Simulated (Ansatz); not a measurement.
`S[SiH2][GaH2]` and `N[SiH2][GaH2]` differ in one atom or group.

Ansatz, PBE0-D4/def2-TZVP geometries, multiplicity 1. Each molecule was computed in one conformer, which needn't be the lowest.

Scalar relativity is left out up to krypton.

| property | `S[SiH2][GaH2]` |
| --- | --- |
| HOMO–LUMO gap (PBE/def2-TZVPP) / eV | 3.02 |
| LUMO energy (B3LYP/def2-TZVPP) / eV | -2.39 |
| zero-point energy (PBE0-D4/def2-TZVP) / kJ/mol | 104.4 |
| HOMO–LUMO gap (ωB97M-V/def2-TZVPP) / eV | 8.59 |
| HOMO energy (PBE/def2-TZVPP) / eV | -5.95 |
| ideal-gas entropy at 298 K and 1 bar (rigid rotor, harmonic PBE0-D4/def2-TZVP) / J/(mol·K) | 352 |

Question: What does the change do to each property? (An estimate is asked.)

Answer: Computed: 
```csv
property,`N[SiH2][GaH2]`,shift
HOMO–LUMO gap (PBE/def2-TZVPP) / eV,3.11,0.09
LUMO energy (B3LYP/def2-TZVPP) / eV,-2.22,0.17
zero-point energy (PBE0-D4/def2-TZVP) / kJ/mol,146.8,42.4
HOMO–LUMO gap (ωB97M-V/def2-TZVPP) / eV,9.00,0.41
HOMO energy (PBE/def2-TZVPP) / eV,-5.86,0.09
"ideal-gas entropy at 298 K and 1 bar (rigid rotor, harmonic PBE0-D4/def2-TZVP) / J/(mol·K)",338,-14
```

With PBE0 the HOMO falls by 0.11 eV and the LUMO rises by 0.19 eV, so the gap widens by about 0.30 eV. PBE moves the HOMO by 0.09 eV and ωB97M-V by -0.21 eV. The zero-point energy changes by 42.4 kJ/mol with +3 modes. Modes under 60 cm⁻¹, often nearly free rotors, make the harmonic entropy too high.

B3LYP here is the variant with VWN-RPA as its local correlation; programs differ in this.
